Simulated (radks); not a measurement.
The numbers below are computed, except where a source is named.
Q: Si2+, configuration [He] 2s2 2p(1/2: 1, 3/2: 4) 3s2 3p(1/2: 1, 3/2: 0) (not the ground configuration). Level of theory: Dirac Kohn-Sham, PBE, spin-unpolarised, spherical densities, finite nucleus; Fermi nuclear charge, rms radius 3.1224 fm (a radial shooting solver on a logarithmic mesh with Libxc functionals). Some entries of the table are withheld. Estimate them.

orbital,occ.,eigenvalue (eV),r(max) (bohr)
1s1/2,2,-1838.569,(1)
2s1/2,2,-180.7254,0.4477
2p1/2,1,-138.4268,0.3774
2p3/2,4,-137.7232,0.3789
3s1/2,2,-32.6538,(2)
3p1/2,1,(3),1.724
3p3/2,0,(4),1.729

A: 
(1) 1s1/2 r(max) (bohr): 0.07260
(2) 3s1/2 r(max) (bohr): 1.581
(3) 3p1/2 eigenvalue (eV): -23.9269
(4) 3p3/2 eigenvalue (eV): -23.8608
